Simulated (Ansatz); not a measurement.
C₂H₆B₂F₄ (`C[B@-]1(F)[F+][B@-](C)(F)[F+]1`), one more setting.

```yaml
crystal:
  periodic: [false, false, false]
  atoms:
    - {symbol: C, position_ang: [0.129494, -2.363029, 0.262468]}
    - {symbol: B, position_ang: [0.662139, -0.886219, 0.156945]}
    - {symbol: F, position_ang: [2.005464, -0.641190, 0.280597]}
    - {symbol: F, position_ang: [0.122591, -0.143141, -1.059747]}
    - {symbol: B, position_ang: [-0.659848, 0.918774, -0.147319]}
    - {symbol: C, position_ang: [-0.157860, 2.368850, -0.279438]}
    - {symbol: F, position_ang: [-1.946284, 0.590542, -0.302435]}
    - {symbol: F, position_ang: [-0.128199, 0.094138, 1.038719]}
    - {symbol: H, position_ang: [-0.976859, -2.401803, 0.150794]}
    - {symbol: H, position_ang: [0.569836, -2.946639, -0.491190]}
    - {symbol: H, position_ang: [0.410742, -2.794137, 1.183214]}
    - {symbol: H, position_ang: [-0.603961, 2.960696, 0.587020]}
    - {symbol: H, position_ang: [0.930593, 2.407142, -0.071552]}
    - {symbol: H, position_ang: [-0.343901, 2.804216, -1.180693]}
basis:
  gaussian: {orbitals: pcseg-2}
hamiltonian: {xc: {name: B3LYP}, dispersion: d3bj, pseudopotentials: {relativity: scalar}}
```

```sh
$ ansatz run in.yaml --threads 4 --pin off --events-out ev --progress --plain --max-ram 11315MiB
```

Shortened log:

```
Functional definition: B3LYP
1608 factors; their error is unknown
mean field evaluation 1: about -14400.6805 eV, gradient 8.8e1 eV
mean field evaluation 2: about -14395.8920 eV, gradient 9.7e1 eV
mean field evaluation 4: about -14415.2097 eV, gradient 5.2e0 eV
mean field evaluation 8: about -14415.2617 eV, gradient 4.0e-2 eV
mean field evaluation 16: about -14415.2307 eV, gradient 6.0e-5 eV
mean field -14415.23072025 eV, -529.7499579750 hartree, gradient 6.0e-5 eV, S^2 0.000000; 0 other end points of the search recorded, 0 dependent functions left out
reference -14415.23103586 eV, -529.7499695734 hartree; 32, 32 occupied and 292, 292 virtual orbitals, 1608 factors
Total energy: -14415.66326725 eV, -529.7658537841 hartree
Relativity: scalar
```

It took 4.9 s on 4 threads of an Arm Neoverse V2 on a shared host, with 0.78 GiB of host memory at the peak.
